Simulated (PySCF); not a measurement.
Sb(Cl)(SiH3)2 (ClH₆SbSi₂), SMILES [SiH3][Sb]([SiH3])[Cl].

The structure is a stationary point at B3LYP-D3(BJ)/def2-SVP. The def2 effective core potentials stand for the cores of Sb; spin–orbit coupling is left out.

Calculation: TDA-LC-ωPBE/def2-SVPD run with PySCF.

Vertical excitations. Isolated molecule, no solvent. State labels are in the subgroup Cs.

Question: List the lowest excited states. (An estimate is asked for; the answer gives what the named calculation found.)

Answer: 
```csv
state,symmetry,energy (eV),λ (nm),f,main pairs
S1,A',4.03,307,0.010,HOMO→LUMO 97 %
S2,A",4.67,265,0.000,HOMO−1→LUMO 96 %
S3,A",5.94,209,0.107,HOMO→LUMO+1 77 %
S4,A',6.15,202,0.102,"HOMO→LUMO+2 70 %, HOMO−2→LUMO 13 %"
S5,A',6.29,197,0.021,"HOMO−2→LUMO 68 %, HOMO→LUMO+2 17 %"
S6,A",6.47,192,0.043,HOMO−3→LUMO 83 %
S7,A',6.65,186,0.074,"HOMO−1→LUMO+1 55 %, HOMO→LUMO+4 19 %, HOMO→LUMO+3 15 %"
S8,A",6.94,179,0.552,HOMO−1→LUMO+2 82 %
S9,A',7.21,172,0.269,"HOMO→LUMO+3 43 %, HOMO−1→LUMO+1 26 %, HOMO→LUMO+4 14 %"
S10,A",7.49,165,0.190,"HOMO−1→LUMO+4 42 %, HOMO−1→LUMO+3 38 %"
T1,A',3.21,386,0,HOMO→LUMO 95 %
T2,A",4.09,303,0,HOMO−1→LUMO 95 %
T3,A",4.68,265,0,HOMO→LUMO+1 81 %
T4,A',5.13,242,0,"HOMO→LUMO+2 42 %, HOMO−1→LUMO+1 40 %"
```
Triplets are in the Tamm–Dancoff approximation.
